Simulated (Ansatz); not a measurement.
Stepwise reaction of `[OH][Sn]([OH])([OH])[Cl]` with hydrogen, as a gas-phase model of exchange steps in deposition or etching. ΔE in kJ/mol; ΔG adds harmonic PBE0-D4 terms to CCSD(T)/CBS, at 1 bar.

Isolated molecules relaxed with PBE0-D4/def2-TZVP in Ansatz; ΔE leaves out vibrations. CCSD(T)/CBS is the MP2 limit (def2-TZVPP, def2-QZVPP) plus CCSD(T) − MP2 in def2-TZVPP, frozen cores. This one scheme is used for every species. DFT in def2-TZVPP. B3LYP here is the variant with VWN-RPA as its local correlation; programs differ in this. Elements past krypton have def2 core potentials. For Sn outer-core shells are correlated without core-valence functions, which leaves a few kJ/mol of doubt a bond. Each species was taken in one conformer, which may not be the lowest.

```csv
step,reaction,PBE-D4,B3LYP-D4,ωB97M-V,CCSD(T)/CBS,ΔG(400 K)
2,`[OH][SnH]([OH])[Cl]` + H₂ → `[OH][SnH2][Cl]` + H₂O,11.0,10.4,8.1,12.0,12.8
3,`[OH][SnH2][Cl]` + H₂ → `[Cl][SnH3]` + H₂O,5.8,5.6,2.2,6.4,11.4
```

Question: Give the row of step 1, `[OH][Sn]([OH])([OH])[Cl]` + H₂ → `[OH][SnH]([OH])[Cl]` + H₂O. (An estimate is asked.)

Answer: The calculation gave: 
```tsv
step	reaction	PBE-D4	B3LYP-D4	ωB97M-V	CCSD(T)/CBS	ΔG(400 K)
1	`[OH][Sn]([OH])([OH])[Cl]` + H₂ → `[OH][SnH]([OH])[Cl]` + H₂O	-0.6	-0.7	-3.2	0.8	2.4
```

Question: By hand: ΔE of the 3 steps together at CCSD(T)/CBS.

Answer: (0.8) + (12.0) + (6.4) = 19.2 kJ/mol, or 6.4 kJ/mol a step.

In ΔE step 1 is the lowest and step 2 the highest. ΔG lies between 2.4 and 12.8 kJ/mol a step. PBE-D4 differs from CCSD(T)/CBS by -1.4 to -0.6 kJ/mol a step. Isolated molecules leave out the surface, adducts and barriers. Largest T1 diagnostic: 0.014.
